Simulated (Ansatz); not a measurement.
## How methods differ on SiBr2 (SMILES Br[Si]Br)

The species is SiBr2 (3 atoms), meant as a singlet with charge 0. SMILES: `Br[Si]Br`. The shape is that of a PBE0-D4/def2-TZVP optimisation.

```xyz
3

Br    0.9751    1.3421    0.6709
Si   -0.7700    0.3857   -0.3764
Br   -0.2160   -1.7926   -0.3078
```

Quantity: the energy change with the Si2–Br3 bond stretched from 2.249 to 4.947 Å, in eV. The values are calculated.

```json
{"level": "HF/def2-SVPD (restricted)", "kind": "Hartree–Fock", "program": "Ansatz", "value (eV)": "4.20", "CPU time (all runs)": "7.9 s"}
{"level": "SVWN5/def2-SVPD (restricted)", "kind": "LDA", "program": "Ansatz", "value (eV)": "3.67", "CPU time (all runs)": "23 s"}
{"level": "PBE/def2-SVPD (restricted)", "kind": "GGA", "program": "Ansatz", "value (eV)": "3.30", "CPU time (all runs)": "44 s"}
{"level": "B3LYP/def2-SVPD (restricted)", "kind": "global hybrid", "program": "Ansatz", "value (eV)": "3.48", "CPU time (all runs)": "61 s"}
{"level": "BHLYP/def2-SVPD (restricted)", "kind": "global hybrid", "program": "Ansatz", "value (eV)": "4.00", "CPU time (all runs)": "26 s"}
{"level": "B2PLYP/def2-SVPD (restricted)", "kind": "double hybrid", "program": "Ansatz", "value (eV)": "3.57", "CPU time (all runs)": "42 s"}
{"level": "RPA@PBE0/def2-SVPD (restricted)", "kind": "RPA", "program": "Ansatz", "value (eV)": "3.37", "CPU time (all runs)": "85 s"}
{"level": "MP2/def2-SVPD (restricted)", "kind": "perturbation theory", "program": "Ansatz", "value (eV)": "4.23", "CPU time (all runs)": "18 s"}
```

All-electron rows without a relativistic Hamiltonian named are non-relativistic. The first shape isn't each level's own minimum. The values span 3.30 to 4.23 eV. In the correlated wave-function rows the outer d shell of Br is correlated, in sets not made for it. Times are those of the runs behind each value, whatever else they computed, on shared processors of several kinds: orders of magnitude only.
